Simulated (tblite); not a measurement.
Run record: tight-binding relaxation, `C=CC(=C=S)[CH]F` [radical].

Computed with GFN2-xTB geometry optimisation, gas phase (tblite 0.8.0). Start geometry: from a force field or distance geometry. The input is one job of a driver script: a line of settings, then coordinates in Å.

Command:
```bash
OMP_NUM_THREADS=1 python probes_run.py task.json out
```

Input:
```
{"job": {"kind": "relax", "xc": "GFN2-xTB", "basis": "xTB"}, "charge": 0, "multiplicity": 2}
C     -1.603900     0.500100    -0.894300
C     -0.535900     0.861900    -0.195900
C      0.463800    -0.074000     0.355700
C      1.088000     0.292900     1.428900
S      1.947700     0.803000     2.940800
C      0.860000    -1.283500    -0.303500
F      1.802900    -2.082200     0.231800
H     -1.844800    -0.525700    -1.120000
H     -2.300300     1.256200    -1.250500
H     -0.376300     1.914300     0.028800
H      0.504200    -1.660400    -1.247700
```

Output:
```
step      E/eV     max force
  0    -558.82767    8.961
  1    -559.80091    3.140
  2    -559.96702    2.220
  3    -560.02580    2.066
  4    -560.06113    0.449
  5    -560.07151    0.375
  6    -560.08534    0.243
  7    -560.08778    0.213
  8    -560.09151    0.134
  9    -560.09281    0.103
... (46 lines left out)
 56    -560.11142    0.015
 57    -560.11151    0.027
 58    -560.11158    0.017
 59    -560.11167    0.022
 60    -560.11172    0.014
 61    -560.11175    0.013
 62    -560.11177    0.011
 63    -560.11180    0.012
 64    -560.11181    0.010
 65    -560.11182    0.008
```

«max force» is the largest atomic force in eV/Å.

From which step on does the largest force stay under 0.1 eV/Å, and how much energy is left to gain from there?

From step 18 (0.066 eV/Å), 3.3 meV above the end.

Main results: energy lowered by 29.6 kcal/mol over 65 steps; largest atomic force 0.008 eV/Å at the end.

Where do the atoms end?

0.155 Å rms from the input after alignment:
```
atom  x, y, z in Å
C1    -1.5284    0.4839   -0.9292
C2    -0.5340    0.8297   -0.1259
C3     0.5169   -0.0784    0.3663
C4     1.2040    0.3580    1.4488
S5     1.8831    0.8680    2.7454
C6     0.7829   -1.2736   -0.2635
F7     1.7428   -2.0998    0.1974
H8    -1.6619   -0.5177   -1.2978
H9    -2.2559    1.2113   -1.2447
H10   -0.4592    1.8439    0.2413
H11    0.3151   -1.6226   -1.1640
```

The run took 0.22 s of wall time on Intel Xeon 6975P-C, one thread, no GPU, shared host with 192 logical CPUs at a one-minute load of 9.2.
Labels such as C1 count atoms from 1, the log's own numbers from 0.
